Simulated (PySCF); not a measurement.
# How methods differ on the ionisation energy of Co²⁺

Co²⁺ [Ar] 3d7 (4F) → Co³⁺ [Ar] 3d6 (5D), as a difference of total energies. Calculation: PySCF 2.14, in x2c-SVPall (5s3p3d1f, 36 functions); scalar relativity by spin-free X2C-1e. Correlated levels: valence: [Ar] frozen. The calculations carry no spin-orbit coupling.

| method | ionisation energy (eV) | difference from reference (eV) |
| --- | --- | --- |
| UHF | 31.460 | -2.040 |
| M06-L | 33.667 | +0.167 |
| B3LYP | 34.426 | +0.926 |
| MP2 (valence) | 32.771 | -0.729 |
| SCS-MP2 (valence) | 32.741 | -0.759 |

Reference: 33.5 ± 0.06 eV (semi-empirical (NIST evaluation); NIST Atomic Spectra Database, ionization energies).

The reference lies between the lowest fine-structure levels, while these numbers refer to the centres of the terms.

Errors of the correlated levels include the incompleteness of this basis and the frozen core.
